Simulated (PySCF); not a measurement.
**First hyperpolarisability: SMILES ClC=C=C=CBr, C$_{4}$H$_{2}$BrCl**

Geometry (Å), atoms numbered from 1 in this order:
```xyz
8

Cl   -3.0060   -0.7690    1.0108
C    -1.9363    0.2818    0.1628
C    -0.6380    0.0707    0.0660
C     0.6146   -0.1154   -0.0388
C     1.9122   -0.3127   -0.1395
Br    3.0518    0.8581   -1.0645
H    -2.4257    1.1471   -0.2931
H     2.4207   -1.1715    0.3059
```

Method used: quadratic response PBE0/def2-SVPD first hyperpolarisability, Taylor convention, gas phase in PySCF 2.14.0. Geometry: PBE0-D3(BJ)/def2-SVP.

The calculation is non-relativistic, which matters for the atoms heavier than Zn.

(1) Give β for the processes computed.

(2) Which lowest excitations, dipole and polarisabilities go with it?

## Answers

(1) In 10⁻³⁰ esu, Taylor convention; the vector part is βᵢ = ⅓ Σⱼ (βᵢⱼⱼ + βⱼᵢⱼ + βⱼⱼᵢ); β∥ is 3/5 of the vector part along the dipole, the dipole points from − to +:
| process | λ (nm) | β vector norm | β∥ | β HRS | depolarisation ratio |
| --- | --- | --- | --- | --- | --- |
| static β(0;0,0) | ∞ | 0.79 | -0.40 | 0.32 | 5.29 |
| second harmonic β(−2ω;ω,ω) | 1064 | 0.46 | -0.25 | 0.32 | 2.07 |
| Pockels β(−ω;ω,0) | 1064 | 0.73 | -0.37 | – | – |
| second harmonic β(−2ω;ω,ω) | 800 | 0.35 | 0.10 | 0.50 | 1.62 |
| Pockels β(−ω;ω,0) | 800 | 0.65 | -0.33 | – | – |

(2) S1 3.97 eV (f = 0.000); S2 4.49 eV (f = 0.358); S3 4.51 eV (f = 0.076); dipole 0.13 D; isotropic α 105.4 au static, 107.8 au at 1064 nm, 109.9 au at 800 nm, 117.0 au at 532 nm, 130.9 au at 400 nm.
